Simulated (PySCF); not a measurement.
A GIAO shielding run with PySCF 2.14.0 with density-fitted response routines (density fitting, non-relativistic, gas phase) on SMILES C1C[Si@@H](O[SiH2]C)O[SiH2]1, C3H12O2Si3:

```
$ OMP_NUM_THREADS=1 python probes_run.py task.json out

{"job": {"kind": "nmr", "xc": "PBE0", "basis": "pcSseg-1"}, "charge": 0, "multiplicity": 1}
C      2.148737     1.254316     0.276274
Si     2.545576    -0.517965    -0.165131
O      1.155789    -1.433532    -0.222310
Si    -0.421609    -1.530042     0.243382
C     -1.605787    -1.057598    -1.145533
C     -1.810976     0.472101    -1.062139
Si    -1.756209     0.917087     0.780061
O     -0.776268    -0.324780     1.354614
H      3.066501     1.861333     0.322970
H      1.480038     1.708615    -0.471847
H      1.648894     1.300955     1.255766
H      3.190264    -0.596593    -1.510058
H      3.474425    -1.108566     0.845030
H     -0.638572    -2.867651     0.849301
H     -1.255457    -1.381671    -2.138445
H     -2.560855    -1.581714    -0.962832
H     -2.729933     0.804622    -1.570571
H     -0.974619     0.994260    -1.558744
H     -3.096053     0.855207     1.437906
H     -1.134705     2.242438     1.067582
```

Hardware: 1 thread of an Arm Neoverse N1, shared host. The job also computes population analyses, field gradients, ring-centre shieldings.

Question: How large is the calculation?

Answer: 88 electrons, 217 basis functions and 1198 auxiliary functions.

Question: How long does it take, and how much memory does it need?

Answer: 82 s of wall time, with 13 SCF cycles and 4 response iterations; peak memory 0.98 GiB. Times on a shared host scatter by some tens of per cent.

Question: And these other runs on the same molecule and hardware: GIAO shielding at CAM-B3LYP/pcSseg-1?

Answer: CAM-B3LYP/pcSseg-1: 217 functions, 110 s.
